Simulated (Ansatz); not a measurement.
Consider the hydrogenolysis of a C–F bond: `C=C(F)C=C(F)F` + H₂ → `C=CC=C(F)F` + H–F.

Program: Ansatz. Geometries: PBE0-D4/def2-TZVP. ΔE: electronic, gas phase. CCSD(T)/CBS adds triple-zeta CCSD(T) − MP2 to the extrapolated MP2 energy (def2 sets, frozen cores). This one scheme is used for every species. DFT in def2-TZVPP. Each species was taken in one conformer, which may not be the lowest.

```csv
species,LDA (SPW92) energy (Eh)
`C=C(F)C=C(F)F`,-450.59640
H₂,-1.13685
`C=CC=C(F)F`,-351.92224
H–F,-99.83933
```

Question: Work out ΔE.

Answer: ΔE = (-351.92224) + (-99.83933) − (-450.59640) − (-1.13685) = -0.02832 Eh = -74.4 kJ/mol. CCSD(T)/CBS gives -103.6 kJ/mol.

Question: What do rigid-rotor, harmonic-oscillator terms from PBE0-D4/def2-TZVP frequencies (298.15 K, 1 bar) make of the CCSD(T)/CBS value? (An estimate is asked.)

Answer: Ansatz gave: ΔZPE = +18.9 kJ/mol, ΔH = -86.4 kJ/mol, ΔS = 24 J/(mol·K), ΔG = -93.7 kJ/mol.

Largest T1 diagnostic among the species: 0.013.

From r2SCAN to r2SCAN0 (25 % exact exchange), in def2-TZVPP and without D4, ΔE moves by −9.0 kJ/mol. At CCSD(T), def2-SVP lies +18.7 kJ/mol from the extrapolated value and def2-TZVPP +5.0 kJ/mol.
